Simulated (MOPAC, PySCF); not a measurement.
Conformational energy of SMILES c1cc(C(O)=O)ccc1 (C7H6O2). Scanned: dihedral O1–C2–O3–H10; all other coordinates were relaxed at GFN2-xTB. Points at φ and −φ are mirror images. Heavy atoms are numbered in the order of the SMILES O=C(O)c1ccccc1, hydrogens after them in the order of the atoms that carry them; the mirror image has the same energies with the sign of each dihedral reversed.

PM6, restricted, heats of formation // GFN2-xTB (MOPAC); RHF/3-21G = restricted Hartree-Fock/3-21G, density fitting // GFN2-xTB in PySCF; RHF/STO-3G = PySCF with restricted Hartree-Fock/STO-3G // GFN2-xTB.

Energies in mEh, each method relative to its own lowest point.

```csv
φ / °,PM6,RHF/3-21G,RHF/STO-3G
-150,11.6,16.9,12.1
-120,14.7,18.5,14.7
-90,15.1,18.2,15.5
-60,10.0,12.8,11.3
-30,3.1,4.2,3.9
0,0.0,0.0,0.0
30,3.1,4.2,3.9
60,10.0,12.8,11.3
90,15.1,18.2,15.5
120,14.7,18.5,14.7
150,11.6,16.9,12.1
180,10.4,18.4,11.9
```
